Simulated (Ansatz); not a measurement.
A made-up structure of CH$_{4}$BSe (charge +1), singlet:

```tsv
atom	x (Å)	y (Å)	z (Å)
B1	-1.0655	0.1115	-0.5095
Se2	0.0587	-1.3418	-0.1542
C3	1.0278	-0.1470	0.4862
H4	-1.8476	-0.3822	-0.9639
H5	-0.8479	1.3280	-0.2347
H6	1.7725	-0.5743	0.7943
H7	0.9020	1.0058	0.5817
```

It is relaxed with PBE-D4/def2-SVP and then PBE0-D4/def2-TZVP (Ansatz 0.2.0). Atoms count as bonded within 1.22 times the sum of their covalent radii (H–H: 0.88 Å). The end point is not checked to be a true minimum.

Does its bonding change? (Judge from chemistry; the calculation decides.)

Computed: No: no bond forms or breaks.

Where it ends: The first stage lowers the energy by 3.11 eV in 8 steps. It ends as CH₄BSe ([BH2][Se][CH2]), total charge +1:
```xyz
7
angstrom
B -1.3151 0.1357 -0.6297
Se 0.0839 -1.2452 -0.1299
C 1.2692 -0.1675 0.6026
H -2.2771 -0.2982 -1.1624
H -1.0565 1.2565 -0.3481
H 2.1913 -0.5859 0.9995
H 1.1044 0.9046 0.6680
```

Labels in which every atom is bracketed show which atoms are joined, not bond orders.

For scale, one of the runs: PBE0-D4/def2-TZVP relaxation, 134 basis functions, launched by `ansatz run in.yaml --threads 2 --pin off --events-out ev --progress --plain --max-ram 4352MiB`. Hardware: 2 CPU threads of an Intel Xeon, shared host. Wall time about 28 s.
